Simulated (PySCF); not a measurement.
## Ionisation energy of Pd(27+) by level of theory

Pd(27+) [Ar] 3d1 (2D) → Pd(28+) [Ar] (1S), as a difference of total energies. All numbers are calculated (PySCF 2.14, the spin-free X2C one-electron Hamiltonian (Gaussian nucleus), in an uncontracted even-tempered set (18 s from 3.4 bohr⁻², ratio 2.5; 12 p from 4.4 bohr⁻², ratio 2.5; 8 d from 4.4 bohr⁻², ratio 2.5; 4 f from 15 bohr⁻², ratio 2.7; 3 g from 23 bohr⁻², ratio 2.7)). Correlated levels: outer shells: [Ne] frozen; virtual orbitals above 40 to 60 times the deepest correlated orbital energy dropped. The calculations carry no spin-orbit coupling.

| method | ionisation energy (eV) |
| --- | --- |
| UHF | 1434.0 |
| LDA | 1435.3 |
| PBE | 1435.8 |
| PBE0 | 1435.7 |
| r2SCAN | 1436.2 |
| PBEsol | 1435.2 |
| BHandHLYP | 1435.8 |
| MP2 (outer shells) | 1434.0 |
| SCS-MP2 (outer shells) | 1434.0 |

A first-order spin-orbit estimate (lowest level to lowest level, LS coupling) adds 4.440 eV.

Breit and QED terms and the two-electron picture change are absent.

For comparison: 1438 ± 4 eV (theoretical estimate listed by NIST; NIST Atomic Spectra Database, ionization energies).
